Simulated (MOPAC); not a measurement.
Input for MOPAC: PM6 on CH3NO (a complex), monomers drawn apart or pushed together.

```
PM6 1SCF PRECISE CHARGE=0 THREADS=1
CH3NO

O     -0.14302315 1     0.06523241 1    -0.65726024 1
H      0.79134065 1    -0.06066031 1    -0.84779530 1
H     -0.20066002 1     0.07223200 1     0.30790929 1
C     -0.27260068 1     0.07849442 1     3.34365214 1
N     -0.13244943 1     0.06087501 1     2.20804208 1
H     -0.40432558 1     0.09502727 1     4.40251546 1
```

It printed:

```
*******************************************************************************
 **                                                                           **
 **                              MOPAC v23.2.5                                **
 **                                                                           **
 *******************************************************************************
 ** MOPAC's Digital Object Identifier: https://doi.org/10.5281/zenodo.6511958 **
 **                                                                           **
 ** Please cite the open-source release paper for use of this MOPAC version:  **
 ** J. E. Moussa and J. J. P. Stewart (2026)                                  **
 ** MOPAC: An open-source semiempirical molecular orbital program             **
 ** J. Open Source Softw., 11(119), 8025, https://doi.org/10.21105/joss.08025 **
 *******************************************************************************

                              PM6 CALCULATION RESULTS

 *******************************************************************************
 *  PM6        - The PM6 Hamiltonian to be used
 *
 *
 *
 *                 CHARGE ON SYSTEM = 0
 *
 *
 *
 *  PRECISE    - TIGHTER CRITERIA TO BE USED
 *  1SCF       - DO 1 SCF AND THEN STOP
 *  THREADS=1  - MULTI-THREADING NOT USED
 *  T=         - A TIME OF 172800.0 SECONDS REQUESTED
 *  DUMP=N     - RESTART FILE WRITTEN EVERY 7200.0 SECONDS REQUESTED
 *******************************************************************************
PM6 1SCF PRECISE CHARGE=0 THREADS=1
 CH3NO

   ATOM   CHEMICAL          X               Y               Z
  NUMBER   SYMBOL      (ANGSTROMS)     (ANGSTROMS)     (ANGSTROMS)

     1       O         -0.14302315  *   0.06523241  *  -0.65726024  *
     2       H          0.79134065  *  -0.06066031  *  -0.84779530  *
     3       H         -0.20066002  *   0.07223200  *   0.30790929  *
     4       C         -0.27260068  *   0.07849442  *   3.34365214  *
     5       N         -0.13244943  *   0.06087501  *   2.20804208  *
     6       H         -0.40432558  *   0.09502727  *   4.40251546  *



          CARTESIAN COORDINATES

    NO.       ATOM           X           Y           Z

     1         O         -0.1430      0.0652     -0.6573
     2         H          0.7913     -0.0607     -0.8478
     3         H         -0.2007      0.0722      0.3079
     4         C         -0.2726      0.0785      3.3437
     5         N         -0.1324      0.0609      2.2080
     6         H         -0.4043      0.0950      4.4025

 General Reference for PM6:
 "Optimization of Parameters for Semiempirical Methods V: Modification of NDDO Approximations
 and Application to 70 Elements", J. J. P. Stewart, J. Mol. Mod., 13, 1173-1213 (2007)
 URL: https://link.springer.com/article/10.1007/s00894-007-0233-4

           Empirical Formula: C H3 N O  =     6 atoms



      MOLECULAR POINT GROUP   :   Cs


      RHF CALCULATION, NO. OF DOUBLY OCCUPIED LEVELS = 9


 -------------------------------------------------------------------------------
 PM6 1SCF PRECISE CHARGE=0 THREADS=1
 CH3NO



     1SCF WAS SPECIFIED, SO BFGS WAS NOT USED
     SCF FIELD WAS ACHIEVED


                              PM6 CALCULATION
                                                       MOPAC v23.2.5 Linux




          FINAL HEAT OF FORMATION =        -21.80030 KCAL/MOL =     -91.21247 KJ/MOL


          COSMO AREA              =         91.15 SQUARE ANGSTROMS
          COSMO VOLUME            =         67.55 CUBIC ANGSTROMS

          IONIZATION POTENTIAL    =         11.054188 EV
          HOMO LUMO ENERGIES (EV) =        -11.054  0.551
          NO. OF FILLED LEVELS    =          9
          MOLECULAR WEIGHT        =         45.0408         POINT GROUP:  Cs

          MOLECULAR DIMENSIONS (Angstroms)

            Atom       Atom       Distance
            H     6    H     2     5.38699
            H     2    O     1     0.87624
            H     6    H     3     0.00026


          SCF CALCULATIONS        =          1





   ATOM   CHEMICAL          X               Y               Z
  NUMBER   SYMBOL      (ANGSTROMS)     (ANGSTROMS)     (ANGSTROMS)

     1       O         -0.14302315  *   0.06523241  *  -0.65726024  *
     2       H          0.79134065  *  -0.06066031  *  -0.84779530  *
     3       H         -0.20066002  *   0.07223200  *   0.30790929  *
     4       C         -0.27260068  *   0.07849442  *   3.34365214  *
     5       N         -0.13244943  *   0.06087501  *   2.20804208  *
     6       H         -0.40432558  *   0.09502727  *   4.40251546  *

                             CARTESIAN COORDINATES

   1    O       -0.143023150     0.065232410    -0.657260240
   2    H        0.791340650    -0.060660310    -0.847795300
   3    H       -0.200660020     0.072232000     0.307909290
   4    C       -0.272600680     0.078494420     3.343652140
   5    N       -0.132449430     0.060875010     2.208042080
   6    H       -0.404325580     0.095027270     4.402515460


           Empirical Formula: C H3 N O  =     6 atoms



      MOLECULAR POINT GROUP   :   Cs


                  EIGENVALUES
 -32.62711 -29.26696 -21.06697 -17.89318 -14.69592 -14.69577 -14.13968 -13.02746
 -11.05419   0.55147   0.55673   3.56979   4.64846   5.29146   6.95786


              NET ATOMIC CHARGES AND DIPOLE CONTRIBUTIONS

  ATOM NO.   TYPE          CHARGE      No. of ELECS.   s-Pop       p-Pop
    1          O          -0.650102        6.6501     1.77926     4.87084
    2          H           0.302614        0.6974     0.69739
    3          H           0.332044        0.6680     0.66796
    4          C          -0.022425        4.0224     1.16351     2.85891
    5          N          -0.188790        5.1888     1.78881     3.39998
    6          H           0.226660        0.7733     0.77334
 DIPOLE           X         Y         Z       TOTAL
 POINT-CHG.     0.986    -0.137     3.742     3.872
 HYBRID         0.213    -0.030     0.886     0.912
 SUM            1.199    -0.167     4.628     4.784


          ATOMIC ORBITAL ELECTRON POPULATIONS

     Atom    s        px        py        pz
    1  O   1.77926   1.43813   1.98978   1.44293
    2  H   0.69739
    3  H   0.66796
    4  C   1.16351   0.92271   0.92201   1.01419
    5  N   1.78881   1.08122   1.07806   1.24070
    6  H   0.77334

 **********************
 *                    *
 * JOB ENDED NORMALLY *
 *                    *
 **********************




 == MOPAC DONE ==
```

The run finished.

Cost: very roughly 0.03 core-seconds.
